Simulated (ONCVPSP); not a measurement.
**An all-electron radial function and its pseudo partner (Be (Z = 4))**

Columns: radius, all-electron u(r) and pseudo u(r) of the 1s shell (level -106.21 eV) of beryllium in the configuration 1s2 2s2; PBE, scalar-relativistic, ONCV scheme, ONCVPSP 4.0.1.

| r (bohr) | all-electron | pseudo |
| --- | --- | --- |
| 0.047 | 0.5713 | 0.3239 |
| 0.095 | 0.9552 | 0.6343 |
| 0.142 | 1.1880 | 0.9016 |
| 0.190 | 1.3205 | 1.1247 |
| 0.237 | 1.3771 | 1.2875 |
| 0.285 | 1.3825 | 1.3946 |
| 0.332 | 1.3522 | 1.4419 |
| 0.380 | 1.2973 | 1.4366 |
| 0.427 | 1.2286 | 1.3855 |
| 0.475 | 1.1495 | 1.2973 |
| 0.522 | 1.0680 | 1.1889 |
| 0.570 | 0.9838 | 1.0694 |
| 0.617 | 0.9027 | 0.9555 |
| 0.665 | 0.8228 | 0.8499 |
| 0.712 | 0.7485 | 0.7600 |
| 0.760 | 0.6772 | 0.6807 |
| 0.807 | 0.6122 | 0.6129 |
| 0.855 | 0.5507 | 0.5507 |
| 0.902 | 0.4953 | 0.4952 |
| 0.950 | 0.4435 | 0.4434 |
| 0.997 | 0.3973 | 0.3972 |
| 1.045 | 0.3544 | 0.3544 |
| 1.092 | 0.3166 | 0.3165 |
| 1.140 | 0.2818 | 0.2818 |
| 1.187 | 0.2513 | 0.2513 |
| 1.235 | 0.2234 | 0.2233 |

Task: How many radial nodes do the two functions have?

Result: The all-electron 1s function has n − l − 1 = 0; the pseudo-wave has 0.

Task: At about which radius was the pseudo-wave matched?

Result: 0.95 bohr. The columns agree to 0.0005 from 0.85 bohr on; several derivatives are matched, so the curves merge somewhat inside the radius.

Task: Is the pseudo-wave norm-conserving?

Result: Yes: the ONCV scheme keeps the norm inside the radius equal to the all-electron one, which fixes the energy derivative of the logarithmic derivative at the level.
